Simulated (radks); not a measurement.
Results of a calculation; reference values are marked as such.
Ionisation of Sn+, [Kr] 4d10 5s2 5p1, to Sn2+, [Kr] 4d10 5s2, under several functionals. Scalar-relativistic Kohn-Sham, spin-polarised, spherical densities, point nucleus; open shells are filled with parallel spins first (spin-orbit coupling, left out, can overturn this in heavy ions); a radial shooting solver on a logarithmic mesh with Libxc functionals.

functional	E(Sn+) (hartree)	Exc (hartree)	IE (eV)	-e(HOMO) (eV)	<r> HOMO (bohr)	IE error (eV)
OLYP	-6179.39440	-167.13404	13.874	10.376	2.894	-0.759
PBEsol	-6174.20735	-161.79185	14.191	10.662	2.876	-0.442
Wu-Cohen GGA	-6176.20898	-163.81333	14.210	10.676	2.871	-0.423
BP86	-6178.07427	-165.69322	14.328	10.773	2.872	-0.305
LDA (Slater exchange, VWN5 correlation)	-6171.63309	-159.19587	14.428	10.814	2.867	-0.205
LDA (Slater exchange, Perdew-Zunger correlation)	-6171.61102	-159.17331	14.417	10.793	2.867	-0.216
HCTH/407	-6180.88495	-168.71406	14.187	10.694	2.853	-0.446
RPBE	-6177.28826	-164.90704	14.054	10.552	2.901	-0.579
exchange-only B88	-6175.08473	-162.66327	13.489	9.984	2.941	-1.144

NIST Atomic Spectra Database: 14.633 eV (measured). Closest: LDA (Slater exchange, VWN5 correlation). The Delta-SCF values span 0.94 eV, the total energies 9.27 hartree. The highest occupied level is 5p. Open shells are spherical and high-spin; term and fine-structure splittings are not resolved. Spin-orbit splitting is averaged out at the scalar-relativistic level.
